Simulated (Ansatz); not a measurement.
Single points on ZrHF₃.

```yaml
crystal:
  periodic: [false, false, false]
  atoms:
    - {symbol: Zr, position_ang: [-0.000207, 0.000407, -0.039916]}
    - {symbol: H, position_ang: [0.010362, -0.017434, 1.805408]}
    - {symbol: F, position_ang: [1.804670, 0.010163, -0.598907]}
    - {symbol: F, position_ang: [-0.911205, 1.569198, -0.568235]}
    - {symbol: F, position_ang: [-0.903620, -1.562333, -0.598340]}
basis:
  gaussian: {orbitals: def2-TZVP, initial_orbitals: start.molden}
hamiltonian: {xc: hf}
scf: {omitted_lower_state_checks: [starts]}
output: {orbitals: {seedname: orbitals}}
```

The file start.molden holds the orbitals of an earlier run on this structure, at another level or in another basis.

```sh
$ ansatz run in.yaml --threads 2 --pin off --events-out ev --progress --plain --max-ram 4352MiB
```

It prints (some lines left out):

```
Functional definition: HF
1090 factors; their error is unknown
mean field evaluation 1: about -9408.5279 eV, gradient 2.7e1 eV
mean field evaluation 2: about -9409.6156 eV, gradient 1.7e0 eV
mean field evaluation 4: about -9409.8827 eV, gradient 5.1e-1 eV
mean field -9409.88292056 eV, -345.8068190828 hartree, gradient 8.4e-6 eV, S^2 0.000000; 0 other end points of the search recorded, 0 dependent functions left out
reference -9409.88292056 eV, -345.8068190828 hartree; 20, 20 occupied and 119, 119 virtual orbitals, 1090 factors
Total energy: -9409.88292056 eV, -345.8068190828 hartree
Checks for a lower state left out: starts
```

Run time 1.1 s (2 threads of Intel Xeon Platinum 8259CL on a shared host).

As the first input, with `hamiltonian: {xc: pbe, dispersion: d4}` (abridged; 2 s):

```
Functional definition: PBE
mean field -9450.40951876 eV, -347.2961440968 hartree, gradient 8.5e-6 eV, S^2 0.000000
Total energy: -9450.48541918 eV, -347.2989333859 hartree
Checks for a lower state left out: starts
```

The first input with `hamiltonian: {xc: lda}` (abridged; 1.2 s):

```
Functional definition: SPW92
mean field -9402.75423785 eV, -345.5448448254 hartree, gradient 1.8e-5 eV, S^2 0.000000
Total energy: -9402.75431046 eV, -345.5448474938 hartree
Checks for a lower state left out: starts
```

As the first input, with `hamiltonian: {xc: {name: r2SCANh}, dispersion: d4}` (abridged; 3.3 s):

```
Functional definition: r2SCANh
mean field -9454.09049014 eV, -347.4314173000 hartree, gradient 8.1e-5 eV, S^2 0.000000
Total energy: -9454.10933922 eV, -347.4321099908 hartree
Checks for a lower state left out: starts
```

As the first input, with `gaussian: {orbitals: def2-TZVPD, initial_orbitals: start.molden}`, `hamiltonian: {xc: pbe, dispersion: d4}` (abridged; 2.4 s):

```
Functional definition: PBE
mean field -9450.49042202 eV, -347.2991172367 hartree, gradient 1.4e-5 eV, S^2 0.000000
Total energy: -9450.56630914 eV, -347.3019060372 hartree
Checks for a lower state left out: starts
```

First input, but with `gaussian: {orbitals: def2-SVP, initial_orbitals: start.molden}`, `hamiltonian: {xc: pbe, dispersion: d4}` (abridged; 1.4 s):

```
Functional definition: PBE
mean field -9440.13083702 eV, -346.9184095099 hartree, gradient 2.6e-5 eV, S^2 0.000000
Total energy: -9440.20673130 eV, -346.9211985732 hartree
Checks for a lower state left out: starts
```

The first input with `hamiltonian: {xc: {name: B97M-V}}` (abridged; 7 s):

```
Functional definition: B97M-V
mean field -9455.13190518 eV, -347.4696885968 hartree, gradient 1.7e-5 eV, S^2 0.000000
Total energy: -9455.13201398 eV, -347.4696925953 hartree
Checks for a lower state left out: starts
```

Geometry: PBE0-D4/def2-TZVP.

In the def2 sets Zr takes a core potential; there is no spin–orbit coupling.
